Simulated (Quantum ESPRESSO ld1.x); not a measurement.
S IV, configuration [Ne] 3p3 (not the ground configuration). Calculated with ld1.x of Quantum ESPRESSO 7.5: Dirac Kohn-Sham, LDA (Slater exchange, VWN5 correlation), spin-unpolarised, spherical densities, point nucleus; open shells fill j = l - 1/2 first. Some entries of the table are withheld. Estimate them.

| orbital | occ. | eigenvalue (eV) | r(max) (bohr) |
|---|---|---|---|
| 1s1/2 | 2 | -2442.21 | 0.06346 |
| 2s1/2 | 2 | -254.566 | (1) |
| 2p1/2 | 2 | (2) | (3) |
| 2p3/2 | 4 | (4) | (5) |
| 3p1/2 | 2 | -41.4977 | (6) |
| 3p3/2 | 1 | -41.3579 | (7) |

Answer. 
(1) 2s1/2 r(max) (bohr): 0.3890
(2) 2p1/2 eigenvalue (eV): -201.232
(3) 2p1/2 r(max) (bohr): 0.3237
(4) 2p3/2 eigenvalue (eV): -199.963
(5) 2p3/2 r(max) (bohr): 0.3254
(6) 3p1/2 r(max) (bohr): 1.423
(7) 3p3/2 r(max) (bohr): 1.428
